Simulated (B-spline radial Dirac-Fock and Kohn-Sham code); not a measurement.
**The Ag-like isoelectronic sequence (47 electrons), Z = 47 to 54**

Calculated with a radial finite-basis atomic code, using multi-electron Dirac-Fock with separately optimised hole states, Breit and Lamb-shift corrections added in first order. Binding energies in eV, tabulated ground configurations ([Kr] 4d10 5s1 throughout). Correlation energy is missing from these numbers.

| ion | 2p3/2 | 4p1/2 | 4p3/2 | 4d5/2 | outermost level | NIST ionisation energy |
| --- | --- | --- | --- | --- | --- | --- |
| Ag | 3359.9 | 73.46 | 68.44 | 10.84 | 6.33 (5s) | 7.576234 |
| Cd⁺ | 3555.4 | 93.46 | 87.68 | 25.41 | 15.54 (5s) | 16.90831 |
| In²⁺ | 3758.8 | 116.2 | 109.6 | 42.61 | 26.59 (5s) | 28.04415 |
| Sn³⁺ | ? | ? | ? | ? | ? | ? |
| Sb⁴⁺ | 4188.2 | 168.9 | 160.3 | 83.84 | 53.40 (5s) | 55 ± 0.1 |
| Te⁵⁺ | 4413.8 | 198.6 | 188.8 | 107.6 | 68.96 (5s) | 69.1 ± 2 |
| I⁶⁺ | 4646.6 | 230.4 | 219.3 | 133.3 | 85.90 (5s) | 87.61 ± 0.06 |
| Xe⁷⁺ | 4886.6 | 264.3 | 251.8 | 161.0 | 104.2 (5s) | 105.9778 |

Question: Fill in the row of Sn³⁺.

Answer: 2p3/2 3969.8, 4p1/2 141.4, 4p3/2 133.8, 4d5/2 62.15, outermost 39.25 (5s), NIST 40.74 ± 0.04 eV.

NIST's values are for the lowest levels; a dash marks a value that is missing or belongs to another shell. Their kind here: measured, semi-empirical, theoretical.
